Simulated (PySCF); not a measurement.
Molecular orbitals of HgO

TPSSh at R = 2.238 Å; Hg cc-pVDZ-PP with ECP60, O cc-pVDZ; scalar-relativistic core potentials (PySCF 2.14). State: ³Π (triplet), unpaired electrons σ ↑, π ↑. Only the outer orbitals are listed, counted within each symmetry, core potentials removing the inner ones.

| spin | orbital | occ. | ε (eV) | on Hg (%) | main shells (%) |
| --- | --- | --- | --- | --- | --- |
| α | 3π | 1 | -10.06 | 13 | 87 O p, 12 Hg d |
| α | 6σ | 1 | -9.79 | 49 | 51 O p, 25 Hg d, 22 Hg s |
| α | 3π | 1 | -8.05 | 6 | 94 O p |
| α | 7σ | 1 | -6.79 | 82 | 73 Hg s, 18 O p |
| α | 4π | 0 | -0.98 | 99 | 99 Hg p |
| α | 4π | 0 | -0.87 | 98 | 98 Hg p |
| α | 8σ | 0 | 0.23 | 99 | 94 Hg p |
| β | 6σ | 1 | -8.08 | 70 | 67 Hg s, 29 O p |
| β | 3π | 1 | -7.16 | 6 | 94 O p |
| β | 7σ | 0 | -4.17 | 48 | 52 O p, 30 Hg s, 14 Hg p |
| β | 3π | 0 | -4.08 | 12 | 88 O p, 10 Hg p |
| β | 4π | 0 | -0.64 | 97 | 97 Hg p |

Problem. Which are the highest filled and the lowest empty level, where do they sit, and how wide is the gap?

Solution. Highest filled α 7σ at -6.79 eV (in %: 73 Hg s, 18 O p); lowest empty β 7σ at -4.17 eV (in %: 52 O p, 30 Hg s, 14 Hg p); the gap at TPSSh is 2.62 eV.

The bond order (Mayer) is 0.76, the ⟨S²⟩ is 2.013 and the charge on Hg (Mulliken, basis-dependent) is 0.19. The charge on Hg (Löwdin, basis-dependent) is 0.11 and the dipole moment (positive dipole means Hg(−)O(+)) is -1.45 D.

Spin–orbit coupling is left out. The state is the lowest determinant that a PBE0 search found; another state may lie lower at other levels.
